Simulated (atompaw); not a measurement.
# Ranking PAW (atompaw) potentials for Cd

All share these settings but for the change named:

* Element: Cd
* Generator: atompaw 4.2.0.5
* Type: PAW
* Functional: PBEsol
* Relativity: scalar-relativistic
* Frozen core: [Kr]
* Valence charge: 12
* Reference configuration: 4d10 5s2 5p0
* Partial waves: 5s (bound): rc 2.40 bohr; 5s channel at 0.75 Ry: rc 3.00 bohr; 5p (bound, empty): rc 3.00 bohr; 5p channel at 1.25 Ry: rc 3.00 bohr; 4d (bound): rc 3.00 bohr; 4d channel at -0.5 Ry: rc 3.00 bohr
* Local potential: bessel scheme, radius 2.40 bohr
* Core correction: smooth core density matched at 1.95 bohr
* Augmentation charge: besselshape compensation charge, radius 2.60 bohr; PAW radius 3.00 bohr; waves and projectors: custom polynom gramschmidtortho

Cutoff: the first of the cutoffs (Ry, on a coarse ladder) from which the occupation-weighted sum of valence levels, in a spherical-Bessel basis at the reference potential, stays within 10 and 1 mRy of its value at 400 Ry; the density cutoff is not measured.

The base gives 10 Ry.

Of 10 variants that were run, those that failed, showed a ghost or another fault, or gave nearly equal values are left out.

A variant can come out equal or close to the base.

Task: Rank these variants from softest to hardest (loose cutoff).
A. reference 4d9 5s0 5p0
B. all radii scaled by about 1.20 (s 2.88, p 3.62, d 3.62 bohr); local potential bessel scheme, radius 2.88 bohr; augmentation besselshape compensation charge, radius 3.12 bohr; PAW radius 3.62 bohr; waves and projectors: custom polynom gramschmidtortho; core correction smooth core density matched at 2.34 bohr
C. augmentation besselshape compensation charge, radius 2.60 bohr; PAW radius 3.00 bohr; waves and projectors: custom polynom2 7 10 vanderbiltortho

Result: B (8 Ry), A (10 Ry), C (21 Ry).
